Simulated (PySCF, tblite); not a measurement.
Isomers of C5H2ClFO2. Calculated harmonic vibrations of the isolated species, GFN2-xTB (tblite), most abundant isotopes, no scaling. Errors from tens to a few hundred cm⁻¹ against measured bands are possible. One conformer each.

Electronic energies: PBE0/pcSseg-1 single points on the GFN2-xTB geometries (PySCF, gas phase).

| SMILES | electronic energy, lowest = 0 (kJ/mol) |
| --- | --- |
| O=C(F)c1occc1Cl | 3.8 |
| O=C(F)c1cc(Cl)co1 | 0.0 |
| O=C(Cl)c1ccc(F)o1 | 22.1 |

Q: How do GFN2-xTB zero-point energies change the relative energies?

A: 
```
           SMILES  ZPE (kJ/mol)  of it from modes above 1550 cm⁻¹  electronic (kJ/mol)  with ZPE, lowest = 0 (kJ/mol)  lowest mode (cm⁻¹)  rings
O=C(F)c1cc(Cl)co1         158.3                              49.1                  0.0                            0.0                  70      1
  O=C(F)c1occc1Cl         158.6                              49.0                  3.8                            4.1                  68      1
O=C(Cl)c1ccc(F)o1         158.9                              58.4                 22.1                           22.7                  62      1
```

The zero-point energies span 0.6 kJ/mol, from `O=C(F)c1cc(Cl)co1` to `O=C(Cl)c1ccc(F)o1`. The order is unchanged.

Q: And how do the electronic energies of GFN2-xTB itself compare?

A: `O=C(F)c1cc(Cl)co1` 3.2; `O=C(F)c1occc1Cl` 0.0; `O=C(Cl)c1ccc(F)o1` 10.9 kJ/mol, lowest = 0. Against the energies above, taken from the same isomer `O=C(F)c1cc(Cl)co1`, the largest difference is 14.4 kJ/mol.

Q: What do entropy and thermal enthalpy add at 298.15 K and 1 bar (rigid rotor, harmonic oscillator, one conformer each)?

A: 
```json
{"SMILES": "O=C(F)c1cc(Cl)co1", "point group": "Cs", "symmetry number": "1", "S (J/(mol K))": "371.9", "H − H(0) (kJ/mol)": "22.62", "ZPE + H − H(0) − TS (kJ/mol)": "70.0"}
{"SMILES": "O=C(F)c1occc1Cl", "point group": "Cs", "symmetry number": "1", "S (J/(mol K))": "371.2", "H − H(0) (kJ/mol)": "22.58", "ZPE + H − H(0) − TS (kJ/mol)": "70.5"}
{"SMILES": "O=C(Cl)c1ccc(F)o1", "point group": "Cs", "symmetry number": "1", "S (J/(mol K))": "371.1", "H − H(0) (kJ/mol)": "22.50", "ZPE + H − H(0) − TS (kJ/mol)": "70.8"}
```
